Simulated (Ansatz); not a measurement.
Cost and result for the atomization energy of GeH₈OSi₂ (`[SiH3]O[SiH2][GeH3]`) (12 atoms, 11 bonds).

```xyz
12

Si   -1.5202   -1.6861   -1.0576
O    -0.4649   -0.6369   -0.3784
Si   -0.2683    0.8496    0.2831
Ge    2.0044    1.1024    0.9345
H    -2.0938   -1.1033   -2.2990
H    -0.7870   -2.9327   -1.3835
H    -2.6242   -1.9877   -0.1089
H    -0.6416    1.8963   -0.7090
H    -1.1648    0.9986    1.4635
H     2.3997    0.0384    1.9718
H     2.9410    0.9698   -0.2779
H     2.2196    2.4915    1.5613
```

Total charge 0; spin multiplicity 1. Correlated methods include outer-core shells of Ge, which these sets cover unevenly. Scalar relativity is left out up to krypton. The structure was optimised at the PBE0-D4/def2-TZVP level. It is one conformer, not always the lowest. Program: Ansatz. All runs use 4 threads of an Intel Xeon Platinum 8259CL on a shared host. Times are those of one run each, without the atoms' runs, and a repeat can differ threefold. Electronic energies, without spin–orbit coupling; frozen cores. CCSD(T)/CBS adds CCSD(T) − MP2 in def2-TZVPP to the MP2 limit, and its time is that of the two runs behind it. T1 = 0.012. With those shells the extrapolation isn't a true limit. B3LYP takes the VWN-RPA correlation (the form of Gaussian; ORCA's B3LYP/G). HSE06 is the plane-wave form, built on full-range PBE exchange.

CCSD(T)/CBS is a level of theory with its own doubt, some kJ/mol a heavy atom from the limit and from the frozen cores, so smaller differences don't rank the functionals.

```
                             level  functions  wall time  atomization (kJ/mol)  difference from CCSD(T)/CBS  per bond
                BLYP-D4/def2-TZVPP        275      2.7 s                3636.9                        -75.0      -6.8
              revPBE-D4/def2-TZVPP        275      2.9 s                3570.9                       -141.0     -12.8
               BHLYP-D4/def2-TZVPP        275      4.3 s                3637.9                        -74.0      -6.7
               HSE06-D4/def2-TZVPP        275      4.6 s                3619.8                        -92.1      -8.4
r2SCAN-D4/def2-TZVPP (with forces)        275        5 s                3686.8                        -25.1      -2.3
 B3LYP-D4/def2-TZVPP (with forces)        275      6.5 s                3678.4                        -33.5      -3.0
                  CCSD(T)/def2-SVP        122        7 s                3427.3                       -284.6     -25.9
               PBE-QIDH/def2-TZVPP        275      7.5 s                3634.6                        -77.3      -7.0
                 B97M-V/def2-TZVPP        275        9 s                3718.3                          6.4       0.6
  ωB97M-V/def2-TZVPP (with forces)        275       14 s                3682.9                        -29.0      -2.6
                    MP2/def2-QZVPP        526       29 s                3661.5                        -50.4      -4.6
                CCSD(T)/def2-TZVPP        275    2.7 min                3622.8                        -89.1      -8.1
                 CCSD(T)/CBS(def2)          –    3.2 min                3711.9                          0.0       0.0
```

In def2-TZVPP, CCSD(T) changes the Hartree–Fock value by +837.4 kJ/mol (the triples alone add +32.6 kJ/mol) and MP2 by +822.3 kJ/mol; breaking electron pairs costs correlation energy, which Hartree–Fock lacks. From PBE to PBE0 (25 % exact exchange), in def2-TZVPP and without D4, the atomization energy moves by −8.9 kJ/mol: exact exchange takes away binding that semilocal exchange gives to molecules. The D4 term adds +41.3 kJ/mol with B3LYP and +21.9 kJ/mol with PBE0; it sums over pairs of atoms, weighted by their polarisabilities, and B3LYP, whose exchange is more repulsive, gets the larger term.

For some Ge, Se and Sn compounds the MP2-based and the directly extrapolated limit differ by 10 to 25 kJ/mol.
